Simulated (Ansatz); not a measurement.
Program: Ansatz. Geometries: PBE0-D4/def2-TZVP. ΔE: electronic, gas phase. CCSD(T)/CBS is the MP2 limit (def2-TZVPP, def2-QZVPP) plus CCSD(T) − MP2 in def2-TZVPP, frozen cores. This one scheme is used for every species, atoms too. For atomizations the MP2-based limit and the directly extrapolated one differ by several kJ/mol either way, and by 10 to 25 for some Ge, Se and Sn compounds, so smaller differences from it don't rank the levels. DFT in def2-TZVPP. B3LYP here is the variant with VWN-RPA as its local correlation; programs differ in this. No spin–orbit coupling; open shells (•) take unrestricted orbitals. Spin–orbit coupling would lower the free atoms: a little for B, C, Si. Each species was taken in one conformer, which may not be the lowest.

`BN([SiH2][SiH3])[Si](C)(C)C` → B• + 3 C• + 16 H• + N• + 3 Si•  (atomization)

`BN([SiH2][SiH3])[Si](C)(C)C`:

Cartesian coordinates in Å:
```
B 1.339 0.373 -1.733
N 0.527 -0.198 -0.738
Si 1.161 -1.655 0.016
Si 2.865 -1.137 1.536
Si -1.024 0.481 -0.215
C -1.295 2.149 -1.000
C -2.386 -0.695 -0.716
C -0.975 0.657 1.646
H 1.010 1.372 -2.306
H 2.386 -0.153 -2.010
H 0.052 -2.331 0.747
H 1.653 -2.595 -1.025
H 3.971 -0.418 0.848
H 3.411 -2.374 2.160
H 2.332 -0.259 2.614
H -1.364 2.083 -2.088
H -2.235 2.568 -0.628
H -0.494 2.849 -0.755
H -2.416 -0.812 -1.803
H -2.247 -1.685 -0.274
H -3.360 -0.319 -0.392
H -0.172 1.331 1.956
H -1.919 1.070 2.013
H -0.820 -0.302 2.146
```

```
          level  ΔE (kcal/mol)  difference from CCSD(T)/CBS
         PBE-D4         2080.2                         11.2
      revPBE-D4         2045.2                        -23.8
         B97M-V         2078.5                          9.5
       B3LYP-D4         2075.0                          6.0
     r2SCAN0-D4         2058.2                        -10.8
        ωB97M-V         2077.0                          8.0
         B2PLYP         2045.3                        -23.7
       PBE-QIDH         2056.6                        -12.4
         revPBE         2000.2                        -68.8
         r2SCAN         2068.0                         -1.0
           PBE0         2053.0                        -16.0
          B3LYP         2048.3                        -20.7
          BHLYP         2023.0                        -46.0
CCSD/def2-TZVPP         1999.0                        -70.0
  HF/def2-QZVPP         1579.3                       -489.7
  MP2/CBS(def2)         2077.0                          8.0
    CCSD(T)/CBS         2069.0                            0
```

Largest T1 diagnostic among the species: 0.014.

The D4 term adds +26.7 kcal/mol with B3LYP and +14.6 kcal/mol with PBE0; it sums over pairs of atoms, weighted by their polarisabilities, and B3LYP, whose exchange is more repulsive, gets the larger term. At CCSD(T), def2-SVP lies −112.4 kcal/mol from the extrapolated value and def2-TZVPP −47.9 kcal/mol: correlation converges slowly with the basis, and small sets miss more of it in the bonded molecule than in its fragments. From PBE to PBE0 (25 % exact exchange), in def2-TZVPP and without D4, ΔE moves by −10.4 kcal/mol: exact exchange takes away binding that semilocal exchange gives to molecules.
